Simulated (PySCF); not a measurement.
C3H8O2, charge +1, multiplicity 2. Atoms are numbered in the order given.

```xyz
13

C      1.8340     0.1003     0.4313
C      0.4925     0.4703    -0.1280
O     -0.2575     1.3730     0.5353
C     -0.5114    -1.0625    -0.1802
O     -1.6400    -0.8458    -0.8559
H      2.4928     0.9945     0.3531
H      1.7851    -0.1964     1.4998
H      2.3123    -0.7121    -0.1472
H      0.4358     0.6728    -1.2182
H      0.0369     1.4668     1.4704
H      0.1816    -1.7077    -0.7534
H     -0.5966    -1.2852     0.9038
H     -2.3592    -0.4986    -0.2816
```
Charge +1, spin multiplicity 2.

Geometry optimised at PBE-D3(BJ)/def2-SVP. The spin state was assumed, not searched. Other conformers were not sampled.

These are PBE/def2-TZVP run with PySCF values and carry that method's errors.

Atomic charges (e):

```
atom  Mulliken  meta-Löwdin  Mulliken spin
----  --------  -----------  -------------
C1       -0.37        -0.37           0.02
C2        0.00         0.17           0.18
O3       -0.23        -0.32           0.23
C4       -0.04         0.04           0.22
O5       -0.20        -0.29           0.24
H6        0.21         0.18           0.03
H7        0.17         0.15           0.01
H8        0.17         0.16           0.00
H9        0.19         0.18           0.04
H10       0.36         0.38           0.00
H11       0.19         0.18           0.02
H12       0.18         0.15           0.02
H13       0.37         0.39           0.00
```

Task: Give the Mayer and Wiberg (Löwdin basis) orders of the bonds. (An estimate is asked for; the answer gives what the named calculation found.)

Result: 
```tsv
bond	Mayer	Wiberg
C1–C2	1.05	1.34
C2–O3	1.26	1.81
C4–O5	1.31	1.92
C1–H6	0.91	0.84
C1–H7	0.92	0.88
C1–H8	0.94	0.87
C2–H9	0.90	0.81
O3–H10	0.84	0.95
C4–H11	0.91	0.87
C4–H12	0.92	0.88
O5–H13	0.84	0.95
```
